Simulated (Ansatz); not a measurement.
Ansatz (an electronic-structure program) input (B3LYP-D3(BJ)/def2-TZVP):

Ansatz 0.2 input:
```yaml
crystal:
  periodic: [false, false, false]
  atoms:
    - {symbol: Rb, position_ang: [-1.19294232, -1.05291495, -1.13815632]}
    - {symbol: Cl, position_ang: [1.19569694, 1.08991010, 1.13130626]}
basis:
  gaussian:
    orbitals: def2-TZVP
hamiltonian:
  xc: b3lyp
  dispersion: d3bj
total_charge: -1
magnetization: {spin_polarized: true, initial_magnetization: 1}
relax: {f_tol: 0.002, max_steps: 150}
```

Output:

```
Functional definition: B3LYP
integrals: 0.02 GiB planned
587 factors; their error is unknown
mean field: 0.22 GiB planned
mean field evaluation 1: about -13159.3119 eV, gradient 4.7e1 eV
mean field evaluation 2: about -13159.0091 eV, gradient 6.4e1 eV
mean field evaluation 4: about -13181.7306 eV, gradient 1.9e0 eV
mean field evaluation 8: about -13181.8418 eV, gradient 7.0e-2 eV
mean field evaluation 16: about -13181.8419 eV, gradient 4.0e-5 eV
mean field evaluation 32: about -13180.9100 eV, gradient 3.5e-4 eV
mean field evaluation 64: about -13181.8419 eV, gradient 4.0e-5 eV
mean field -13181.84194561 eV, -484.4237565276 hartree, gradient 4.0e-5 eV, S^2 0.750068; 7 other end points of the search recorded, 0 dependent functions left out
the calculation of the forces begins
reference -13181.84213929 eV, -484.4237636453 hartree; 14, 13 occupied and 56, 57 virtual orbitals, 587 factors
relax step   1: F+E_penalty+E_count = -13181.91691788 eV  Δ(F+E_penalty+E_count) = +0.000e0 eV  max|allowed force component| = 2.830e-1 eV/Å  Δτ_max = 0.0000 Å  (148 SCF iters, accepted)
these checks for a lower state are left out or cut short: starts, cluster_reference, orbital_swaps, neighbouring_geometries, increment
integrals: 0.02 GiB planned
587 factors; their error is unknown
mean field: 0.22 GiB planned
mean field -13181.87807837 eV, -484.4250843822 hartree, gradient 2.3e-5 eV, S^2 0.750066; 0 other end points of the search recorded, 0 dependent functions left out
the calculation of the forces begins
reference -13181.87827033 eV, -484.4250914367 hartree; 14, 13 occupied and 56, 57 virtual orbitals, 587 factors
relax step   2: F+E_penalty+E_count = -13181.94810452 eV  Δ(F+E_penalty+E_count) = -3.119e-2 eV  max|allowed force component| = 2.746e-1 eV/Å  Δτ_max = 0.0341 Å  (26 SCF iters, accepted)
these checks for a lower state are left out or cut short: starts, cluster_reference, orbital_swaps, neighbouring_geometries, increment
integrals: 0.02 GiB planned
587 factors; their error is unknown
mean field: 0.23 GiB planned
mean field -13182.09065537 eV, -484.4328964430 hartree, gradient 1.7e-5 eV, S^2 0.750056; 0 other end points of the search recorded, 0 dependent functions left out
the calculation of the forces begins
reference -13182.09083643 eV, -484.4329030966 hartree; 14, 13 occupied and 56, 57 virtual orbitals, 587 factors
relax step   3: F+E_penalty+E_count = -13182.14048179 eV  Δ(F+E_penalty+E_count) = -1.924e-1 eV  max|allowed force component| = 3.163e-1 eV/Å  Δτ_max = 0.1950 Å  (29 SCF iters, accepted)
these checks for a lower state are left out or cut short: starts, cluster_reference, orbital_swaps, neighbouring_geometries, increment
integrals: 0.02 GiB planned
587 factors; their error is unknown
mean field: 0.23 GiB planned
mean field -13182.24124426 eV, -484.4384304827 hartree, gradient 5.6e-6 eV, S^2 0.750047; 0 other end points of the search recorded, 0 dependent functions left out
the calculation of the forces begins
reference -13182.24141170 eV, -484.4384366359 hartree; 14, 13 occupied and 56, 57 virtual orbitals, 587 factors
relax step   4: F+E_penalty+E_count = -13182.29229185 eV  Δ(F+E_penalty+E_count) = -1.518e-1 eV  max|allowed force component| = 8.357e-2 eV/Å  Δτ_max = 0.1950 Å  (32 SCF iters, accepted)
these checks for a lower state are left out or cut short: starts, cluster_reference, orbital_swaps, neighbouring_geometries, increment
integrals: 0.02 GiB planned
587 factors; their error is unknown
mean field: 0.23 GiB planned
mean field -13182.23499433 eV, -484.4382008018 hartree, gradient 1.7e-5 eV, S^2 0.750044; 0 other end points of the search recorded, 0 dependent functions left out
the calculation of the forces begins
reference -13182.23515880 eV, -484.4382068461 hartree; 14, 13 occupied and 56, 57 virtual orbitals, 587 factors
relax step   5: F+E_penalty+E_count = -13182.28674362 eV  Δ(F+E_penalty+E_count) = +5.548e-3 eV  max|allowed force component| = 1.521e-1 eV/Å  Δτ_max = 0.0700 Å  (31 SCF iters, rejected (line search))
these checks for a lower state are left out or cut short: starts, cluster_reference, orbital_swaps, neighbouring_geometries, increment
integrals: 0.02 GiB planned
587 factors; their error is unknown
mean field: 0.23 GiB planned
mean field evaluation 96: about -13182.2146 eV, gradient 2.6e-3 eV
mean field -13182.24504726 eV, -484.4385702403 hartree, gradient 1.9e-5 eV, S^2 0.750046; 0 other end points of the search recorded, 0 dependent functions left out
the calculation of the forces begins
reference -13182.24521346 eV, -484.4385763478 hartree; 14, 13 occupied and 56, 57 virtual orbitals, 587 factors
relax step   6: F+E_penalty+E_count = -13182.29635520 eV  Δ(F+E_penalty+E_count) = -4.063e-3 eV  max|allowed force component| = 1.370e-2 eV/Å  Δτ_max = 0.0248 Å  (30 SCF iters, accepted)
these checks for a lower state are left out or cut short: starts, cluster_reference, orbital_swaps, neighbouring_geometries, increment
integrals: 0.02 GiB planned
587 factors; their error is unknown
mean field: 0.23 GiB planned
mean field -13182.24509512 eV, -484.4385719988 hartree, gradient 2.5e-5 eV, S^2 0.750046; 0 other end points of the search recorded, 0 dependent functions left out
the calculation of the forces begins
reference -13182.24526109 eV, -484.4385780982 hartree; 14, 13 occupied and 56, 57 virtual orbitals, 587 factors
relax step   7: F+E_penalty+E_count = -13182.29645278 eV  Δ(F+E_penalty+E_count) = -9.758e-5 eV  max|allowed force component| = 1.613e-3 eV/Å  Δτ_max = 0.0049 Å  (31 SCF iters, accepted)
integrals: 0.02 GiB planned
587 factors; their error is unknown
mean field: 0.23 GiB planned
mean field evaluation 128: about -13180.9679 eV, gradient 2.0e0 eV
mean field evaluation 160: about -13181.4935 eV, gradient 1.3e0 eV
mean field -13182.24509512 eV, -484.4385719988 hartree, gradient 2.5e-5 eV, S^2 0.750046; 8 other end points of the search recorded, 0 dependent functions left out
the calculation of the forces begins
reference -13182.24526109 eV, -484.4385780982 hartree; 14, 13 occupied and 56, 57 virtual orbitals, 587 factors
Total energy: -13182.29661875 eV, -484.4404654576 hartree
Atom 0 at    -0.917177    -0.805529    -0.876150 Å, force    -0.001613    -0.001447    -0.001532 eV/Å
Atom 1 at     0.919932     0.842524     0.869300 Å, force     0.001613     0.001447     0.001532 eV/Å
Dipole moment:     0.066769     0.059898     0.063438 e Å
```
